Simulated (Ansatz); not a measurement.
SnH₄S⁺, that is Sn(SH)H3 with one electron fewer. Charge 1, multiplicity 2. Geometry PBE-D4/def2-TZVP, that of the neutral singlet; atoms count from 1.

```xyz
6

Sn   -0.006    0.474   -0.365
S     0.573   -1.726    0.483
H    -0.212   -1.600    1.579
H     0.908    0.634   -1.806
H     0.431    1.670    0.792
H    -1.695    0.547   -0.682
```

In the def2 sets Sn takes a core potential; there is no spin–orbit coupling.

Problem. Estimate the Mulliken populations from the PBE0/def2-TZVP orbitals of Ansatz.

Solution. 
```json
{"atom": "Sn1", "charge (e)": "0.36", "spin (α − β)": "-0.05"}
{"atom": "S2", "charge (e)": "0.13", "spin (α − β)": "0.93"}
{"atom": "H3", "charge (e)": "0.26", "spin (α − β)": "-0.02"}
{"atom": "H4", "charge (e)": "0.07", "spin (α − β)": "-0.01"}
{"atom": "H5", "charge (e)": "0.09", "spin (α − β)": "0.07"}
{"atom": "H6", "charge (e)": "0.09", "spin (α − β)": "0.07"}
```
Mulliken values depend strongly on the basis.

Problem. Where does the spin sit?

Solution. Summed by element: Sn -0.05, S 0.93, H 0.11, of 1 unpaired in all. Largest on single atoms: S2 0.93, H6 0.07, H5 0.07.

Problem. And the Mayer bond orders between heavy atoms (over 0.3)?

Solution. Sn1–S2 0.81 (2.43 Å).
